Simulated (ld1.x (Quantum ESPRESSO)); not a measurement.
An all-electron radial function and its pseudo partner (palladium (Pd))

Columns: radius, all-electron u(r) and pseudo u(r) of the 4s shell (level -110.38 eV) of palladium in the configuration [Ar] 3d10 4s2 4p6 4d8 5s0 5p0; PBEsol, scalar-relativistic, TM scheme, ld1.x (Quantum ESPRESSO) 7.5.

| r (bohr) | all-electron | pseudo |
| --- | --- | --- |
| 0.065 | -0.3132 | -0.0456 |
| 0.130 | -0.2699 | -0.0946 |
| 0.195 | 0.3008 | -0.1507 |
| 0.260 | 0.6390 | -0.2179 |
| 0.325 | 0.6153 | -0.3007 |
| 0.390 | 0.3482 | -0.4028 |
| 0.455 | -0.0197 | -0.5266 |
| 0.520 | -0.3875 | -0.6704 |
| 0.585 | -0.6999 | -0.8255 |
| 0.650 | -0.9353 | -0.9756 |
| 0.715 | -1.0915 | -1.0991 |
| 0.780 | -1.1770 | -1.1775 |
| 0.845 | -1.2047 | -1.2047 |
| 0.910 | -1.1882 | -1.1882 |
| 0.975 | -1.1402 | -1.1402 |
| 1.040 | -1.0716 | -1.0716 |
| 1.105 | -0.9907 | -0.9907 |
| 1.170 | -0.9041 | -0.9041 |
| 1.235 | -0.8164 | -0.8164 |
| 1.300 | -0.7309 | -0.7309 |
| 1.365 | -0.6496 | -0.6496 |
| 1.430 | -0.5739 | -0.5739 |
| 1.495 | -0.5045 | -0.5045 |
| 1.560 | -0.4415 | -0.4415 |
| 1.625 | -0.3850 | -0.3850 |
| 1.690 | -0.3346 | -0.3346 |

How many radial nodes do the two functions have?

The all-electron 4s function has n − l − 1 = 3 (the table is too coarse to show those close to the nucleus); the pseudo-wave has 0, since the states of the same l below it are removed with the core.

At about which radius was the pseudo-wave matched?

0.85 bohr. The columns agree to 0.0005 from 0.78 bohr on; several derivatives are matched, so the curves merge somewhat inside the radius.

Is the pseudo-wave norm-conserving?

Yes: the TM scheme keeps the norm inside the radius equal to the all-electron one, which fixes the energy derivative of the logarithmic derivative at the level.
